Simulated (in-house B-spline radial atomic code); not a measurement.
## Ionising Ar⁶⁺ with different functionals

Computed with a radial B-spline atomic code at the basis-set limit: non-relativistic Hamiltonian, point nucleus, spin-polarised at highest spin, spherical fractional occupations for the functionals, and exact exchange of hybrids averaged over the configuration. The ionisation energy is the difference of two self-consistent energies, [Ne] 3s2 → [Ne] 3s1, without Breit or QED terms; ε is the level of the shell that loses the electron (its least bound occupied spin orbital).

```csv
method,rung,ΔSCF (eV),-ε(3s) (eV)
PBE0,global hybrid,123.63,117.52
B3LYP,global hybrid,123.98,117.34
TPSSh,global hybrid,123.44,116.48
M06-2X,global hybrid,124.13,119.72
BHandHLYP,global hybrid,123.58,119.38
r2SCAN0,global hybrid,122.89,117.69
B97-1,global hybrid,123.98,117.16
HSE06,range-separated hybrid,123.66,117.17
wB97X,range-separated hybrid,122.97,120.31
CAM-B3LYP,range-separated hybrid,123.97,119.26
LC-wPBE,range-separated hybrid,123.84,120.86
```

**Question.** Among the functionals, which spreads more, the ΔSCF values or the orbital energies?

**Answer.** The orbital energies: ΔSCF values span about 1.24 eV and the orbital energies 4.38 eV.

**Question.** How do they compare with the NIST value?

**Answer.** NIST lists 124.41 eV ± 0.06 (semi-empirical, ground level to ground level). Errors run from -1.52 to -0.28 eV; M06-2X is closest (-0.28 eV), but part of that can be cancellation, since the calculations leave out relativity, Breit-QED terms, the near-degeneracy of s² and p².
